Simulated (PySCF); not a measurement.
PbBr, SMILES [Br][Pb] (connectivity only; charge and spin as stated), neutral, multiplicity 2.

Geometry: B3LYP-D3(BJ)/def2-TZVP. The spin state was assumed, not searched. The def2 effective core potentials stand for the cores of Pb; spin–orbit coupling is left out.

Calculation: B3LYP-D3(BJ)/def2-TZVP (PySCF).

Frequencies are harmonic and unscaled.

```
mode  ν (cm⁻¹)  IR (km/mol)  moving atoms (share of kinetic energy)
----  --------  -----------  --------------------------------------
1          203         25.4                        Br 72 %, Pb 28 %
```
